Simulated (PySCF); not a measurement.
Molfile (atoms numbered from 1):
```
C7H9OP
     RDKit          3D

 18 18  0  0  0  0  0  0  0  0999 V2000
   -1.5764    2.0393   -0.0914 C   0  0  0  0  0  0  0  0  0  0  0  0
   -1.4026    0.6452   -0.0781 O   0  0  0  0  0  0  0  0  0  0  0  0
   -0.1406    0.1233   -0.0076 C   0  0  0  0  0  0  0  0  0  0  0  0
    1.0033    0.9118    0.0558 C   0  0  0  0  0  0  0  0  0  0  0  0
    2.2816    0.3813    0.1271 C   0  0  0  0  0  0  0  0  0  0  0  0
    2.5524   -0.9672    0.1415 C   0  0  0  0  0  0  0  0  0  0  0  0
    1.3528   -2.2152    0.0743 P   0  0  0  0  0  0  0  0  0  0  0  0
   -0.1049   -1.2747   -0.0054 C   0  0  0  0  0  0  0  0  0  0  0  0
   -1.4073   -2.0182   -0.0766 C   0  0  0  0  0  0  0  0  0  0  0  0
   -2.6527    2.1969   -0.1530 H   0  0  0  0  0  0  0  0  0  0  0  0
   -1.0954    2.4997   -0.9611 H   0  0  0  0  0  0  0  0  0  0  0  0
   -1.1976    2.5044    0.8251 H   0  0  0  0  0  0  0  0  0  0  0  0
    0.9074    1.9865    0.0501 H   0  0  0  0  0  0  0  0  0  0  0  0
    3.1103    1.0768    0.1744 H   0  0  0  0  0  0  0  0  0  0  0  0
    3.5837   -1.2910    0.1983 H   0  0  0  0  0  0  0  0  0  0  0  0
   -1.9470   -1.7487   -0.9838 H   0  0  0  0  0  0  0  0  0  0  0  0
   -2.0416   -1.7516    0.7682 H   0  0  0  0  0  0  0  0  0  0  0  0
   -1.2342   -3.0922   -0.0694 H   0  0  0  0  0  0  0  0  0  0  0  0
  1  2  1  0
  2  3  1  0
  3  4  1  0
  4  5  2  0
  5  6  1  0
  6  7  2  0
  7  8  1  0
  8  9  1  0
  8  3  2  0
  1 10  1  0
  1 11  1  0
  1 12  1  0
  4 13  1  0
  5 14  1  0
  6 15  1  0
  9 16  1  0
  9 17  1  0
  9 18  1  0
M  END
```

[PySCF 2.14.0 with density-fitted response routines: σ from GIAO-PBE0/pcSseg-1; GFN2-xTB geometry; fast rotation and ring inversion assumed for equivalent nuclei; non-relativistic Hamiltonian; in vacuum; a single conformation]

Shifts are taken against calculated references (same method and geometry level): TMS for 13C (186.93 ppm).

Q: Do the 13C shifts follow the atomic charges (in e)? Tabulate both.

A: 
```json
{"atoms": "C8", "hybridisation": "sp2", "δ (ppm)": "167.3", "σ para (ppm)": "-247", "Hirshfeld": "-0.06", "IAO": "-0.23", "Mulliken": "-0.65", "ESP-fitted": "+0.32"}
{"atoms": "C3", "hybridisation": "sp2", "δ (ppm)": "166.7", "σ para (ppm)": "-234", "Hirshfeld": "+0.08", "IAO": "+0.20", "Mulliken": "+0.38", "ESP-fitted": "-0.02"}
{"atoms": "C6", "hybridisation": "sp2", "δ (ppm)": "154.1", "σ para (ppm)": "-232", "Hirshfeld": "-0.12", "IAO": "-0.40", "Mulliken": "-0.40", "ESP-fitted": "+0.06"}
{"atoms": "C5", "hybridisation": "sp2", "δ (ppm)": "139.0", "σ para (ppm)": "-205", "Hirshfeld": "-0.05", "IAO": "-0.13", "Mulliken": "-0.02", "ESP-fitted": "-0.51"}
{"atoms": "C4", "hybridisation": "sp2", "δ (ppm)": "114.2", "σ para (ppm)": "-188", "Hirshfeld": "-0.07", "IAO": "-0.21", "Mulliken": "-0.20", "ESP-fitted": "+0.06"}
{"atoms": "C1", "hybridisation": "sp3", "δ (ppm)": "55.2", "σ para (ppm)": "-114", "Hirshfeld": "-0.03", "IAO": "-0.21", "Mulliken": "-0.04", "ESP-fitted": "-0.19"}
{"atoms": "C9", "hybridisation": "sp3", "δ (ppm)": "23.8", "σ para (ppm)": "-81", "Hirshfeld": "-0.13", "IAO": "-0.42", "Mulliken": "-0.12", "ESP-fitted": "-0.47"}
```

Correlation coefficients of δ with charge over these carbons: Hirshfeld +0.40, IAO +0.47, Mulliken -0.14, ESP-fitted +0.60; with the paramagnetic shielding -1.00. Among the 5 sp2 carbons alone: Hirshfeld +0.37, IAO +0.27, Mulliken -0.02, ESP-fitted +0.33. With so few points, grouped by hybridisation, these coefficients are fragile. Charge is one influence among several: hybridisation and low-lying excitations act through the paramagnetic term.

Shifts are as computed. Against solution values, carbons near 30 ppm lie about +3 ppm off and those near 130 ppm about +5 ppm. Of 1211 compounds with measured shifts, 218 miss one by over three times the rms of a fit or turn the order of signals round; such compounds aren't used in these exercises.
